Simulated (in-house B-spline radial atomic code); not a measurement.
Radial electron density of Se XI (Se10+), [Ar] 3d6. Method: non-relativistic LDA PW92, spin-polarised, spherical fractional occupations, point nucleus. Calculated with an all-electron radial atomic-structure program (B-spline basis).

Columns: r (bohr), 4πr²n(r) (electrons per bohr), bar.

```
 0.00197    1.151 #
 0.00234    1.584 #
 0.00278     2.17 ##
  0.0033    2.952 ###
 0.00393    4.011 ####
 0.00467    5.386 #####
 0.00555    7.166 ######
 0.00659    9.415 ########
 0.00783    12.22 ###########
 0.00931    15.63 ##############
  0.0111    19.69 ##################
  0.0131    23.96 ######################
  0.0156    28.73 ##########################
  0.0186    33.43 ##############################
  0.0221    37.43 ##################################
  0.0262    40.25 ####################################
  0.0312     41.5 #####################################
   0.037    40.92 #####################################
   0.044    38.82 ###################################
  0.0523    36.18 #################################
  0.0621    34.43 ###############################
  0.0739    34.96 ###############################
  0.0878    38.32 ##################################
   0.104    43.41 #######################################
   0.124    48.02 ###########################################
   0.147     48.9 ############################################
   0.175    44.56 ########################################
   0.208    36.39 #################################
   0.247    28.37 ##########################
   0.294    24.39 ######################
   0.349    25.43 #######################
   0.415    28.38 ##########################
   0.493     28.7 ##########################
   0.586    24.24 ######################
   0.696    16.58 ###############
   0.828    8.929 ########
   0.983    3.751 ###
    1.17    1.163 #
    1.39   0.2639 
    1.65  0.04187 
    1.96 0.004329
```

On this grid the curve has 3 maxima, near 0.0312, 0.147, 0.493 bohr.

The 3d down radial function P(r) = rR(r), positive near the nucleus:

| r (bohr) | P |
| --- | --- |
| 0.0156 | 0.002229 |
| 0.0221 | 0.005903 |
| 0.0312 | 0.01507 |
| 0.044 | 0.03693 |
| 0.0621 | 0.08627 |
| 0.0878 | 0.1891 |
| 0.124 | 0.3783 |
| 0.175 | 0.6732 |
| 0.247 | 1.034 |
| 0.349 | 1.318 |
| 0.493 | 1.335 |
| 0.696 | 1.018 |
| 0.983 | 0.538 |
| 1.39 | 0.1693 |
| 1.96 | 0.02589 |
